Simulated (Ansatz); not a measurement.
A single point on C5H5Ga, SMILES `C#[C][Ga]([CH3])[C]#C`.

```yaml
crystal:
  periodic: [false, false, false]
  atoms:
    - {symbol: C, position_ang: [2.865629, 0.180749, -1.122123]}
    - {symbol: C, position_ang: [1.740123, 0.108181, -0.686989]}
    - {symbol: Ga, position_ang: [-0.023947, 0.007694, 0.053078]}
    - {symbol: C, position_ang: [-0.351697, 0.392933, 1.936166]}
    - {symbol: C, position_ang: [-1.425320, -0.486031, -1.154453]}
    - {symbol: C, position_ang: [-2.334131, -0.795216, -1.889187]}
    - {symbol: H, position_ang: [3.855473, 0.242835, -1.513980]}
    - {symbol: H, position_ang: [0.248503, -0.272577, 2.561131]}
    - {symbol: H, position_ang: [-0.041452, 1.415649, 2.163853]}
    - {symbol: H, position_ang: [-1.403028, 0.274479, 2.196479]}
    - {symbol: H, position_ang: [-3.130162, -1.068697, -2.543985]}
basis:
  gaussian: {orbitals: def2-TZVPP}
hamiltonian: {xc: pbe}
correlation: {method: rpa}
```

```sh
$ ansatz run in.yaml --threads 4 --pin off --events-out ev --progress --plain
```

Shortened log:

```
Functional definition: PBE
1660 factors; integrals over basis functions are off by at most 1.1e-3 eV
mean field evaluation 1: about -57603.9647 eV, gradient 1.1e2 eV
mean field evaluation 2: about -57603.9566 eV, gradient 1.1e2 eV
mean field evaluation 4: about -57625.2598 eV, gradient 3.5e1 eV
mean field evaluation 8: about -57627.9936 eV, gradient 5.6e-1 eV
mean field evaluation 16: about -57627.9938 eV, gradient 6.5e-4 eV
mean field -57627.99382328 eV, -2117.7897113485 hartree, gradient 4.2e-6 eV, S^2 0.000000; 0 other end points of the search recorded, 0 dependent functions left out
14 core orbitals not correlated: weight in the atoms' cores, before any rotation towards them, 1.000 or more for the frozen orbitals, at most 0.000 for the correlated occupied ones
reference -57562.93910760 eV, -2115.3989946428 hartree; 19, 19 occupied and 240, 240 virtual orbitals, 1660 factors
Total energy: -57605.87261314 eV, -2116.9767718700 hartree
```

Hardware: 4 threads of a server CPU on a shared host. Wall time 6.5 s, peak host memory 0.67 GiB.
